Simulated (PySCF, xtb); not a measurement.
H6O4SnTi, SMILES [OH][Ti]([OH])([OH])[O][SnH3], multiplicity 1.

GFN2-xTB in xtb 6.7.1 at its own geometry gives an orbital gap of 4.88 eV and a dipole moment of 3.45 D.

Coordinates come from a B3LYP-D3(BJ)/def2-SVP optimisation. The spin state was assumed, not searched. The def2 effective core potentials stand for the cores of Sn; spin–orbit coupling is left out. One conformer was computed; it need not be the lowest.

What does PBE/def2-TZVP (PySCF) give? (Estimate from the structure and the level; the computed values follow.)

gap 4.90 eV (levels -6.88 and -1.98 eV), dipole 1.00 D.
